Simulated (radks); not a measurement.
Q: All-electron calculation, Dirac Kohn-Sham, LDA (Slater exchange, Perdew-Wang correlation), spin-unpolarised, spherical densities, finite nucleus; open shells are shared between the two j in proportion to 2j + 1; Fermi nuclear charge, rms radius of each element as measured or else 0.836 A^(1/3) + 0.57 fm. Program: a radial shooting solver on a logarithmic mesh with Libxc functionals. Each species is in its NIST ground configuration. Rank Cd3+, Hg3+, Zn3+ by radius at which the density is 0.001 e/bohr^3 (bohr), largest first.

A: Hg3+ 3.25, Cd3+ 3.03, Zn3+ 2.61.
